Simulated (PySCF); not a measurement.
chloro(fluoromethyl)silane (CH₄ClFSi), SMILES FC[SiH2]Cl. Atoms are numbered in the order given.

```xyz
8

F      1.9571    -0.2231     0.7951
C      1.3016    -0.8718    -0.2399
Si    -0.5679    -0.6934    -0.0227
Cl    -1.0860     1.2917    -0.2482
H      1.6295    -0.4431    -1.2039
H      1.5880    -1.9404    -0.2375
H     -0.9704    -1.1369     1.3347
H     -1.2567    -1.4912    -1.0726
```
Charge 0, spin multiplicity 1.

The structure is a stationary point at ωB97X-D3(BJ)/def2-SVP. One conformer was computed; it need not be the lowest.

Method: TDA-PBE/def2-SVPD run with PySCF.

Vertical excitations. 

Computed excitation energies, oscillator strengths and character:
| state | energy (eV) | λ (nm) | f | main pairs |
|---|---|---|---|---|
| S1 | 6.41 | 193 | 0.003 | HOMO→LUMO 99 % |
| S2 | 6.86 | 181 | 0.011 | HOMO−1→LUMO 98 % |
| S3 | 7.09 | 175 | 0.039 | HOMO→LUMO+1 93 % |
| S4 | 7.29 | 170 | 0.004 | HOMO→LUMO+2 85 % |
| S5 | 7.43 | 167 | 0.004 | HOMO−1→LUMO+1 65 %, HOMO−2→LUMO 31 % |
| S6 | 7.46 | 166 | 0.008 | HOMO−2→LUMO 49 %, HOMO−1→LUMO+1 23 %, HOMO−3→LUMO 15 %, HOMO→LUMO+3 9 % |
| S7 | 7.58 | 164 | 0.006 | HOMO−3→LUMO 69 %, HOMO−1→LUMO+2 16 % |
| S8 | 7.68 | 162 | 0.010 | HOMO−1→LUMO+2 65 %, HOMO→LUMO+3 15 %, HOMO−3→LUMO 13 % |
| S9 | 7.81 | 159 | 0.086 | HOMO→LUMO+3 67 %, HOMO−1→LUMO+2 13 % |
| S10 | 8.00 | 155 | 0.003 | HOMO−1→LUMO+3 99 % |
| T1 | 6.10 | 203 | 0 | HOMO→LUMO 99 % |
| T2 | 6.49 | 191 | 0 | HOMO−1→LUMO 99 % |
| T3 | 6.72 | 185 | 0 | HOMO→LUMO+1 91 % |
| T4 | 6.93 | 179 | 0 | HOMO→LUMO+2 90 % |
Triplets are in the Tamm–Dancoff approximation.
